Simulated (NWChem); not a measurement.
Species: B2, triplet; SMILES [B][B]

```xyz
2

B      0.0000     0.0000    -0.8128
B      0.0000     0.0000     0.8128
```
Atoms are numbered in this order, from 1.

Level: PBE0/def2-SVP, spin-unrestricted (NWChem), optimised geometry, unscaled harmonic frequencies. 

| frequency (cm⁻¹) | IR intensity (km/mol) |
|---|---|
| 1033 | 0.0 |

```yaml
zero_point_energy: 1.5 kcal/mol
thermal correction to the enthalpy at 298.15 K (with zero-point energy): 3.6 kcal/mol
heat capacity Cv: 5.3 cal/(mol K)
dipole_moment: 0.00 D
```

Rigid rotor and harmonic oscillator.
